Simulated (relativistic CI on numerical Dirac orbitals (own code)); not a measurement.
What each ingredient does to the levels of Mg⁺

Base calculation: Dirac-Coulomb-Breit CI, separate exchange-only KLI orbitals for each configuration, model QED (radiative potential, 1s self-energy scaled to tabulated hydrogen-like ionisation energies), valence Slater integrals scaled by 0.85, P86 correlation energy added to each configuration.

Configurations in the expansion (outside the closed core [Ne]): 3s, 3p, 4s, 3d, 4p, 5s, 4d, 4f, 5p, 6s, 5d, 5g, 5f, 6p, 6d. Levels of other configurations are missing.

Variants: (1) self-excluded LDA correlation estimate; (2) Slater integrals left unscaled; (3) configuration mixing switched off; (4) Breit term removed. Shifts of the energy above 3s 2S_1/2, in cm⁻¹, for the lowest level and the first level of each name with at least 55 % of one term (blank where a level changes its place among those of its configuration and J or its character, or is not in the variant):

| Level | Base | Δ(1) | Δ(2) | Δ(3) | Δ(4) | Measured |
| --- | --- | --- | --- | --- | --- | --- |
| 3s 2S_1/2 | 0.0 | 0.0 | 0.0 | 0.0 | 0.0 | 0.0 |
| 3p 2P°_1/2 | 34791.9 | +1388.5 | 0.0 | +0.1 | -0.2 | 35669.3 |
| 3p 2P°_3/2 | 34875.5 | +1388.5 | 0.0 | +0.1 | +5.6 | 35760.9 |
| 4s 2S_1/2 | 69163.4 | +2287.7 | 0.0 | -0.1 | +6.8 | 69804.9 |
| 3d 2D_5/2 | 69916.9 | +2943.0 | 0.0 | 0.0 | +10.0 | 71490.2 |
| 3d 2D_3/2 | 69918.4 | +2943.0 | 0.0 | 0.0 | +9.8 | 71491.1 |
| 4p 2P°_1/2 | 80057.3 | +2202.4 | 0.0 | 0.0 | +6.1 | 80619.5 |
| 4p 2P°_3/2 | 80084.5 | +2202.4 | 0.0 | 0.0 | +8.3 | 80650.0 |
| 5s 2S_1/2 | 92239.9 | +2356.3 | 0.0 | -0.1 | +8.2 | 92790.5 |
| 4d 2D_5/2 | 92670.0 | +2339.3 | 0.0 | -0.1 | +9.8 | 93310.6 |
| 4d 2D_3/2 | 92671.0 | +2339.3 | 0.0 | -0.1 | +9.6 | 93311.1 |
| 4f 2F°_5/2 | 94834.5 | +814.6 | 0.0 | -0.1 | +9.3 | 93799.6 |
| 4f 2F°_7/2 | 94834.6 | +814.6 | 0.0 | -0.1 | +9.3 | 93799.8 |
| 5p 2P°_1/2 | 97089.5 | +2158.3 | 0.0 | -0.1 | +7.8 | 97455.1 |
| 5p 2P°_3/2 | 97101.1 | +2158.3 | 0.0 | -0.1 | +8.9 | 97468.9 |
| 6s 2S_1/2 | 102937.1 | +2110.4 | 0.0 | -0.2 | +8.7 | 103196.8 |
| 5d 2D_5/2 | 103192.4 | +2027.1 | 0.0 | -0.1 | +9.6 |  |
| 5d 2D_3/2 | 103193.0 | +2027.1 | 0.0 | -0.1 | +9.5 |  |
| 5g 2G_7/2 | 104708.7 | +875.5 | 0.0 | -0.1 | +9.3 |  |
| 5g 2G_9/2 | 104708.7 | +875.5 | 0.0 | -0.1 | +9.3 |  |
| 5f 2F°_5/2 | 104710.6 | +833.9 | 0.0 | -0.1 | +9.3 |  |
| 5f 2F°_7/2 | 104710.7 | +833.9 | 0.0 | -0.1 | +9.3 |  |

For a near-neutral ion this model can misplace configurations by up to about 10,000 cm⁻¹ (more where the count of f electrons changes) and terms by 10 to 25 % of their spread. Rates follow the energies as ν³ (E1, M1) or ν⁵ (E2), so they and the lifetimes can be off by large factors. The fine structure of a lone outer electron comes out too small, for d and f at times inverted, and misplaced configurations move strength between like terms. 15 of the 15 excited levels that our extract of the measured tables holds in this range could be paired (the sources list more); they are missed by 771 cm⁻¹ on average and 1573 at most, and levels without a partner can miss by more.

Measured levels: NIST Handbook of Basic Atomic Spectroscopic Data (Sansonetti and Martin, J. Phys. Chem. Ref. Data 34, 1559 (2005)).

Ionisation energy from the two ground configurations alone: base 15.16 eV; self-excluded LDA correlation estimate 15.27 eV. The NIST ASD value (measured) is 15.0353 eV.
